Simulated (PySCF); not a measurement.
C2H5BCl2.

```xyz
10

B      0.1114     0.1786     0.0000
Cl    -1.6149    -0.1327     0.0000
Cl     0.6363     1.8556     0.0000
C      1.1662    -0.9731     0.0000
C      0.6499    -2.4046     0.0000
H      1.8269    -0.7857    -0.8680
H      1.8269    -0.7857     0.8680
H      0.0266    -2.6065     0.8841
H      0.0266    -2.6065    -0.8841
H      1.4761    -3.1310     0.0000
```
Charge 0, spin multiplicity 1.

Geometry optimised at PBE0-D3(BJ)/def2-SVP. Other conformers were not sampled.

These are PySCF with KT2/pcSseg-1 values and carry that method's errors. Non-relativistic, no solvent.

Q: Give the absolute GIAO shielding of each atom: isotropic value and principal components (ppm). (The exact figures need the calculation; the answer reports its results.)

A: 
```
atom  σ(iso)    σ11    σ22    σ33   span
----  ------  -----  -----  -----  -----
B1      39.0   -5.0   44.2   77.7   82.7
Cl2    656.6  352.3  703.7  913.8  561.4
Cl3    665.0  384.1  761.3  849.6  465.5
C4     157.5  138.4  156.8  177.4   39.0
C5     172.2  163.7  170.0  182.8   19.0
H6      29.7   24.7   30.2   34.0    9.3
H7      29.7   24.7   30.2   34.0    9.3
H8      30.1   26.0   28.9   35.4    9.4
H9      30.1   26.0   28.9   35.4    9.4
H10     30.1   25.0   27.9   37.5   12.4
```
